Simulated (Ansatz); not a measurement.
Program: Ansatz. Geometries: PBE0-D4/def2-TZVP. ΔE: electronic, gas phase. CCSD(T)/CBS adds triple-zeta CCSD(T) − MP2 to the extrapolated MP2 energy (def2 sets, frozen cores). Functionals use def2-TZVPP. def2 core potentials past Kr. For Sn outer-core shells are correlated without core-valence functions, which leaves a few kJ/mol of doubt a bond. Each species was taken in one conformer, which may not be the lowest.

Reaction (substitution at a C–C bond): `CCCOC` + `C[NH][SnH]([F])[Cl]` → `CC[N](C)[SnH]([F])[Cl]` + dimethyl ether

```tsv
level	ΔE (kJ/mol)
revPBE-D4	23.2
BLYP-D4	22.8
ωB97X-V	29.1
B2PLYP	32.4
LC-ωPBE	35.9
RPA@PBE/def2-TZVPP	25.6
CCSD/def2-SVP	23.9
CCSD(T)/def2-SVP	21.5
```

Q: What does CCSD(T)/CBS give? (Best estimate.)

A: The calculation gave: +26.4 kJ/mol. The listed levels differ from it by -3.2, -3.6, 2.7, 6.0, 9.5, -0.8, -2.5, -4.9 kJ/mol.

Largest T1 diagnostic among the species: 0.013.

At CCSD(T), def2-SVP lies −4.9 kJ/mol from the extrapolated value and def2-TZVPP +1.0 kJ/mol. In def2-TZVPP, CCSD(T) changes the Hartree–Fock value by −16.1 kJ/mol (the triples alone add −3.1 kJ/mol) and MP2 by −17.9 kJ/mol.
